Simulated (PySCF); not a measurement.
TDDFT excited states: C2H9Ge2NS

Species: C₂H₉Ge₂NS.
SMILES: `C=[CH][GeH2][S][GeH2][NH2]`

Method used: TDDFT wB97X-D/def2-SVPD, vertical, gas phase, core orbitals frozen in the response (PySCF 2.14.0, density-fitted response routines). The structure is a single PBE0-D3(BJ)/def2-SVP conformer in the gas phase; no vibrational or solvent corrections. The wB97X-D/def2-SVPD calculation is non-relativistic and has no spin–orbit coupling, an omission that weighs most on germanium. Torsions of this conformer, `[CH2:1]=[CH:2][GeH2:3][S:4][GeH2:5][NH2:6]`: C1–C2–Ge3–S4 117°, C2–Ge3–S4–Ge5 79°, Ge3–S4–Ge5–N6 -51°, H–N6–Ge5–S4 -72°, H–N6–Ge5–S4 160°.

Question: Predict the UV-vis stick spectrum at this level.

Answer: 

```
state  E (eV)  λ (nm)      f  main configurations (H = HOMO, L = LUMO)
   S1    5.70   217.3  0.020                                 H→L (83%)
   S2    6.06   204.6  0.012                  H→L+2 (47%), H→L+1 (35%)
   S3    6.59   188.2  0.015                H-1→L+1 (51%), H→L+1 (10%)
   S4    6.62   187.4  0.019     H→L+3 (32%), H-3→L (16%), H-5→L (15%)
   S5    6.81   182.1  0.026     H→L+1 (28%), H→L+2 (19%), H→L+3 (13%)
   S6    6.95   178.3  0.280                               H-2→L (79%)
   S7    7.03   176.3  0.185                               H-1→L (66%)
   S8    7.12   174.1  0.021   H→L+4 (32%), H→L+3 (14%), H-1→L+2 (10%)
   S9    7.18   172.6  0.017  H-1→L+1 (25%), H-1→L+2 (24%), H-1→L (9%)
  S10    7.28   170.4  0.081      H→L+6 (32%), H→L+5 (32%), H→L+4 (9%)
```

Triplets (Tamm–Dancoff): T1 4.38 eV, H-2→L (54%), H-3→L (9%); T2 5.37 eV, H→L (75%), H→L+3 (8%); T3 5.68 eV, H→L+2 (41%), H→L+1 (38%); T4 6.12 eV, H-3→L (25%), H→L+3 (20%), H-5→L (13%).

The lowest singlet lies at 5.70 eV (217 nm, ultraviolet) and is weak; its leading configuration is HOMO→LUMO (83%). The strongest level in the table is S6 at 6.95 eV (178 nm, f = 0.280). Löwdin shares by element: HOMO sulfur 71%, germanium 15%, carbon 4% or more; LUMO carbon 49%, germanium 15% or more, sulfur 15% (atoms not listed hold the other 21%). The oscillator strengths of these states sum to 0.676; summed over the whole spectrum of an exact calculation they would give the number of electrons, 108 (Thomas–Reiche–Kuhn). Weighted by f, the mean energy of these states is 6.95 eV. Orbital energies (eV): HOMO-3 -10.46, HOMO-2 -9.71, HOMO-1 -9.56, HOMO -8.85, LUMO 1.15, LUMO+1 1.64, LUMO+2 1.87. The vertical ionisation energy (ΔSCF) is 8.96 eV, 1.68 eV above S10. The window holds the lowest 10 singlets.
